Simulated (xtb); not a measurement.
xtb input (GFN1-xTB):

```bash
xtb mol.xyz --gfn 1 --opt tight --chrg 0 --uhf 0
```
mol.xyz:
```
13

P      2.18349511    -0.07863570     0.60063174
Si    -0.00254847     0.00473335     0.00027104
P     -0.42621060     1.81954680    -1.29067948
P     -0.40563429    -1.91703568    -1.13580070
P     -1.19585741     0.07513590     1.92783633
H      2.65438516     0.21133560    -0.70667566
H      2.22669273     1.27727215     1.01921347
H      0.19768587     1.28637818    -2.44962989
H     -1.72402615     1.38814013    -1.67425757
H     -1.81113478    -1.72240081    -1.16028962
H     -0.43958423    -2.74050834     0.02017279
H     -0.97435997     1.45962610     2.15654844
H     -2.43087254     0.28872039     1.26130504
```

Output:

```
           -------------------------------------------------
          |                Calculation Setup                |
           -------------------------------------------------

           -------------------------------------------------
          |                 G F N 1 - x T B                 |
           -------------------------------------------------

        Reference                      10.1021/acs.jctc.7b00118
      * Hamiltonian:
        H0-scaling (s, p, d)           1.850000    2.250000    2.000000
        zeta-weighting                 0.000000
      * Dispersion:
        s8                             2.400000
        a1                             0.630000
        a2                             5.000000
        s9                             0.000000
      * Repulsion:
        kExp                           1.500000
        rExp                           1.000000
      * Coulomb:
        alpha                          2.000000
        third order                    atomic
        anisotropic                    false
      * Halogen bond correction:
        rad-scale                      1.300000
        damping                        0.440000

          ...................................................
          :                      SETUP                      :
          :.................................................:
          :  # basis functions                  66          :
          :  # atomic orbitals                  61          :
          :  # shells                           31          :
          :  # electrons                        32          :
          :  # halogen bonds                     0          :
          :  max. iterations                   250          :
          :  Hamiltonian                  GFN1-xTB          :
          :  restarted?                      false          :
          :  GBSA solvation                  false          :
          :  PC potential                    false          :
          :  electronic temp.          300.0000000     K    :
          :  accuracy                    1.0000000          :
          :  -> integral cutoff          0.2500000E+02      :
          :  -> integral neglect         0.1000000E-07      :
          :  -> SCF convergence          0.1000000E-05 Eh   :
          :  -> wf. convergence          0.2000000E-04 e    :
          :  Broyden damping             0.4000000          :
          :  net charge                          0          :
          :  unpaired electrons                  0          :
          ...................................................

 iter      E             dE          RMSdq      gap      omega  full diag
   1    -16.7028723 -0.167029E+02  0.378E+00    4.74       0.0  T
   2    -16.7837500 -0.808778E-01  0.273E+00    4.93       1.0  T
   3    -16.8045635 -0.208135E-01  0.152E+00    4.90       1.0  T
   4    -16.8045302  0.333317E-04  0.119E-01    4.86       1.0  T
   5    -16.8047508 -0.220621E-03  0.655E-02    4.91       1.0  T
   6    -16.8048699 -0.119109E-03  0.920E-03    4.89       3.0  T
   7    -16.8048699 -0.279203E-07  0.691E-03    4.89       4.0  T
[...]
        11        2.0000           -0.4582632             -12.4700
        12        2.0000           -0.4461554             -12.1405
        13        2.0000           -0.4296082             -11.6902
        14        2.0000           -0.3796041             -10.3296
        15        2.0000           -0.3772561             -10.2657
        16        2.0000           -0.3759728             -10.2307 (HOMO)
        17                         -0.1992884              -5.4229 (LUMO)
        18                         -0.1960427              -5.3346
        19                         -0.1889581              -5.1418
        20                         -0.1697050              -4.6179
        21                         -0.1638785              -4.4594
        22                         -0.1564090              -4.2561
        23                         -0.1445316              -3.9329
        24                         -0.1366819              -3.7193
        25                         -0.1134964              -3.0884
        26                         -0.1092726              -2.9735
        27                         -0.1042695              -2.8373
       ...                                ...                  ...
        61                          1.4170513              38.5599
      -------------------------------------------------------------
                  HL-Gap            0.1766844 Eh            4.8078 eV
             Fermi-level           -0.2876306 Eh           -7.8268 eV

  Mulliken/CM5 charges         n(s)   n(p)   n(d)
     1P    -0.08080 -0.24539   1.741  3.292  0.048
     2Si    0.11524  0.07823   1.268  1.837  0.779
     3P    -0.07750 -0.24245   1.746  3.278  0.054
     4P    -0.07886 -0.24377   1.744  3.284  0.051
     5P    -0.07809 -0.24296   1.744  3.283  0.051
     6H     0.02515  0.11246   0.975  0.000  0.000
     7H     0.02537  0.11253   0.975  0.000  0.000
     8H     0.02551  0.11243   0.974  0.000  0.000
     9H     0.02408  0.11084   0.976  0.000  0.000
    10H     0.02358  0.11054   0.976  0.000  0.000
    11H     0.02712  0.11430   0.973  0.000  0.000
    12H     0.02556  0.11254   0.974  0.000  0.000
    13H     0.02363  0.11071   0.976  0.000  0.000

Wiberg/Mayer (AO) data.
largest (>0.10) Wiberg bond orders for each atom

 ---------------------------------------------------------------------------
     #   Z sym  total        # sym  WBO       # sym  WBO       # sym  WBO
 ---------------------------------------------------------------------------
     1  15 P    3.131 --     2 Si   1.124     6 H    0.940     7 H    0.939
     2  14 Si   4.848 --     1 P    1.124     5 P    1.113     4 P    1.111
                             3 P    1.099
     3  15 P    3.144 --     2 Si   1.099     8 H    0.941     9 H    0.941
     4  15 P    3.139 --     2 Si   1.111    11 H    0.941    10 H    0.941
     5  15 P    3.140 --     2 Si   1.113    13 H    0.941    12 H    0.941
     6   1 H    1.002 --     1 P    0.940
     7   1 H    1.002 --     1 P    0.939
     8   1 H    1.005 --     3 P    0.941
     9   1 H    1.005 --     3 P    0.941
    10   1 H    1.003 --     4 P    0.941
    11   1 H    1.004 --     4 P    0.941
    12   1 H    1.004 --     5 P    0.941
    13   1 H    1.003 --     5 P    0.941
 ---------------------------------------------------------------------------

Topologies differ in total number of bonds
Writing topology from bond orders to xtbtopo.mol

 dipole moment from electron density (au)
     X       Y       Z
  -0.5981   0.3398  -0.4140  total (Debye):    2.041

           -------------------------------------------------
          |                Geometry Summary                 |
           -------------------------------------------------

      molecular mass/u    :      160.0440727
   center of mass at/Å    :        0.0129948       0.0079561       0.0106506
  moments of inertia/u·Å² :        0.4467496E+03   0.4558573E+03   0.4862710E+03
rotational constants/cm⁻¹ :        0.3773396E-01   0.3698006E-01   0.3466715E-01

 * 12 selected distances

     #   Z          #   Z                                           value/Å
     1  15 P        2  14 Si                                      2.2530539
     2  14 Si       3  15 P                                       2.2636068 (max)
     2  14 Si       4  15 P                                       2.2585717
Note: The following floating-point exceptions are signalling: IEEE_UNDERFLOW_FLAG IEEE_DENORMAL
normal termination of xtb
     2  14 Si       5  15 P                                       2.2575474
     1  15 P        6   1 H                                       1.3980167 (min)
     1  15 P        7   1 H                                       1.3987629
     3  15 P        8   1 H                                       1.3996035
     3  15 P        9   1 H                                       1.3997445
     4  15 P       10   1 H                                       1.3987900
     4  15 P       11   1 H                                       1.3990876
     5  15 P       12   1 H                                       1.3995709
     5  15 P       13   1 H                                       1.3982196

 * 2 distinct bonds (by element types)

   Z      Z             #   av. dist./Å        max./Å        min./Å
   1 H   15 P           8     1.3989745     1.3997445     1.3980167
  14 Si  15 P           4     2.2581950     2.2636068     2.2530539

optimized geometry written to: xtbopt.xyz

           -------------------------------------------------
          | TOTAL ENERGY              -16.724193717215 Eh   |
          | GRADIENT NORM               0.000651222939 Eh/α |
          | HOMO-LUMO GAP               4.807826213286 eV   |
           -------------------------------------------------

------------------------------------------------------------------------
------------------------------------------------------------------------
 total:
 SCF:
 ANC optimizer:
```
